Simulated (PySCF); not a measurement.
Two-component Hartree-Fock for Sc³⁺ (scandium, charge +3)

Start: [Ar]. Calculated with PySCF 2.14 in x2c-TZVPall-2c: generalised Hartree-Fock with the X2C-1e Hamiltonian and a Gaussian nucleus; one run each with spin-orbit coupling (SO) switched off, then screened by Boettger's factors.

| spinor shell | electrons | ε, spin-free (eV) | ε, screened SO (eV) | weight of nominal j (screened SO) | rms radius, screened SO (bohr) |
| --- | --- | --- | --- | --- | --- |
| 1s1/2 | 2 | -4571.8 | -4571.7 | 1.000 | 0.0844 |
| 2s1/2 | 2 | -557.15 | -557.14 | 1.000 | 0.370 |
| 2p1/2 | 2 | -459.79 | -463.00 | 1.000 | 0.338 |
| 2p3/2 | 4 | -459.79 | -458.20 | 1.000 | 0.340 |
| 3s1/2 | 2 | -101.75 | -101.75 | 1.000 | 1.13 |
| 3p1/2 | 2 | -73.624 | -74.013 | 1.000 | 1.22 |
| 3p3/2 | 4 | -73.624 | -73.432 | 1.000 | 1.23 |

```tsv
quantity	spin-free	screened SO
E (hartree)	-761.75232	-761.75698
M_J	0	0
⟨J²⟩	0.000	0.000
⟨L²⟩	0.000	0.000
⟨S²⟩	0.000	0.000
```

Without spin-orbit coupling the j labels of p, d and f shells carry no meaning; the spin-free column gives the mean over the occupied spinors of each nl shell.
